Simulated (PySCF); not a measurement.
C6H7BN2S.
Geometry (PBE0-D3(BJ)/def2-SVP, Å), atoms numbered from 1 in this order:
```xyz
17
C6H7BN2S angstrom
C      1.4162    3.4728   -0.5231
N      0.8234    2.4782   -0.3122
B      0.0761    1.2544   -0.0902
C     -1.3315    1.0084   -0.5751
C     -1.9061   -0.2114   -0.3142
C     -1.2048   -1.2278    0.3885
C      0.0714   -1.0146    0.8295
N      0.7185    0.1719    0.6194
S      2.3104    0.3324    1.2931
C      3.3065    0.1143   -0.1896
H     -1.9045    1.7638   -1.1189
H     -2.9268   -0.4301   -0.6460
H     -1.6729   -2.1926    0.5876
H      0.6373   -1.7729    1.3752
H      4.3514    0.1444    0.1537
H      3.1420    0.9353   -0.9011
H      3.1120   -0.8597   -0.6603
```

Method: PySCF, PBE0-D3(BJ)/def2-SVP geometry optimisation, gas phase.

Masses are those of the commonest isotopes; rigid-rotor values at the optimised geometry. The values belong to one conformer with, in the numbering `[C-:1]#[N+:2][B:3]1[CH:4]=[CH:5][CH:6]=[CH:7][N:8]1[S:9][CH3:10]`, C7–N8–S9–C10 103°.

**Question.** What are A, B and C (cm⁻¹)?

**Answer.** Ia = 304.60, Ib = 468.56, Ic = 707.35 u·Å²; 505379 MHz·u·Å²/I gives 1659, 1079 and 714.5 MHz, that is A = 0.05534, B = 0.03598, C = 0.02383 cm⁻¹.

**Question.** What kind of rotor is it?

**Answer.** An asymmetric top: κ = (2 × 1079 − 1659 − 714.5)/(1659 − 714.5) = -0.23.

**Question.** Is it planar, by Δ = Ic − Ia − Ib?

**Answer.** Not planar: Δ = Ic − Ia − Ib = -65.80 u·Å². For a rigid frame Δ = −2 Σ m c², so Σ m c² = 32.90 u·Å² lies off the ab plane: 7.06 from hydrogen and 25.84 from heavier atoms. The atom farthest from that plane is 1.86 Å away.

**Question.** Predict some low-J microwave lines.

**Answer.** The dipole components are |μa| = 1.69 D, |μb| = 3.88 D, |μc| = 1.37 D. The squared components, which scale the intensities, stand as 0.19 : 1.00 : 0.13 (a : b : c). Some lines, for components of 0.1 D or more:

```json
{"type": "a", "branch": "Q", "J(Ka,Kc)": "2(1,1) ← 2(1,2)", "MHz": "1092", "lower level (cm⁻¹)": "0.187"}
{"type": "c", "branch": "Q", "J(Ka,Kc)": "3(2,2) ← 3(1,2)", "MHz": "1293", "lower level (cm⁻¹)": "0.417"}
{"type": "c", "branch": "Q", "J(Ka,Kc)": "2(2,1) ← 2(1,1)", "MHz": "1742", "lower level (cm⁻¹)": "0.223"}
{"type": "b", "branch": "Q", "J(Ka,Kc)": "2(2,0) ← 2(1,1)", "MHz": "1867", "lower level (cm⁻¹)": "0.223"}
{"type": "b", "branch": "Q", "J(Ka,Kc)": "3(1,2) ← 3(0,3)", "MHz": "2310", "lower level (cm⁻¹)": "0.340"}
{"type": "c", "branch": "R", "J(Ka,Kc)": "1(1,0) ← 0(0,0)", "MHz": "2738", "lower level (cm⁻¹)": "0.000"}
{"type": "b", "branch": "R", "J(Ka,Kc)": "2(1,2) ← 1(0,1)", "MHz": "3803", "lower level (cm⁻¹)": "0.060"}
{"type": "b", "branch": "R", "J(Ka,Kc)": "3(1,2) ← 2(2,1)", "MHz": "4086", "lower level (cm⁻¹)": "0.281"}
{"type": "b", "branch": "R", "J(Ka,Kc)": "3(0,3) ← 2(1,2)", "MHz": "4611", "lower level (cm⁻¹)": "0.187"}
{"type": "c", "branch": "R", "J(Ka,Kc)": "2(1,1) ← 1(0,1)", "MHz": "4895", "lower level (cm⁻¹)": "0.060"}
{"type": "b", "branch": "R", "J(Ka,Kc)": "3(1,3) ← 2(0,2)", "MHz": "5106", "lower level (cm⁻¹)": "0.175"}
{"type": "c", "branch": "R", "J(Ka,Kc)": "2(2,0) ← 1(1,0)", "MHz": "5817", "lower level (cm⁻¹)": "0.091"}
{"type": "c", "branch": "R", "J(Ka,Kc)": "2(2,1) ← 1(1,1)", "MHz": "6056", "lower level (cm⁻¹)": "0.079"}
{"type": "b", "branch": "R", "J(Ka,Kc)": "3(2,2) ← 2(1,1)", "MHz": "7121", "lower level (cm⁻¹)": "0.223"}
{"type": "c", "branch": "R", "J(Ka,Kc)": "3(1,2) ← 2(0,2)", "MHz": "7262", "lower level (cm⁻¹)": "0.175"}
{"type": "b", "branch": "R", "J(Ka,Kc)": "3(3,0) ← 2(2,1)", "MHz": "9290", "lower level (cm⁻¹)": "0.281"}
```

Not checked by PBE0-D3(BJ)/def2-SVP frequencies. These are rigid-rotor constants of the computed structure; measured ground-state constants (B0) also hold zero-point vibration. A rigid rotor knows nothing of internal rotation, which can split or shift real lines. Quadrupole hyperfine structure (11B, 14N) is left out.

Time: 68 s of wall time; peak memory 0.83 GiB. Hardware: Arm Neoverse V2, one thread, no GPU, shared host. That covers the optimisation of the geometry.
